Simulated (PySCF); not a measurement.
CrO2Cl, SMILES [O]=[Cr+](=[O])[Cl], charge +1, multiplicity 1. Atoms are numbered in the order given.

```xyz
4

Cr     0.4259     0.2908     0.0000
O      1.0701    -0.3312     1.2333
O      1.0701    -0.3312    -1.2333
Cl    -1.6085    -0.0987     0.0000
```
Charge +1, spin multiplicity 1.

Coordinates come from a B3LYP-D3(BJ)/def2-SVP optimisation. The multiplicity is an assumed one; other spin states were not compared. The isomer is the one that the SMILES or the coordinates give; other isomers of the formula were not compared.

Computed with ωB97X/def2-TZVPD run with PySCF.

Mulliken values depend strongly on the basis, most of all with diffuse functions as here. ESP charges are fitted to the potential on shells at 1.4 to 2.0 van der Waals radii. Atomic charges (e):

```csv
atom,ESP fit,Mulliken,meta-Löwdin
Cr1,1.47,1.70,?
O2,-0.23,-0.35,?
O3,-0.23,-0.35,?
Cl4,-0.01,0.01,?
```

Q: What belongs in the gaps? (Estimate from the structure and the level; the computed values follow.)

A: 
- Cr1, meta-Löwdin: 1.40
- O2, meta-Löwdin: -0.16
- O3, meta-Löwdin: -0.16
- Cl4, meta-Löwdin: -0.07
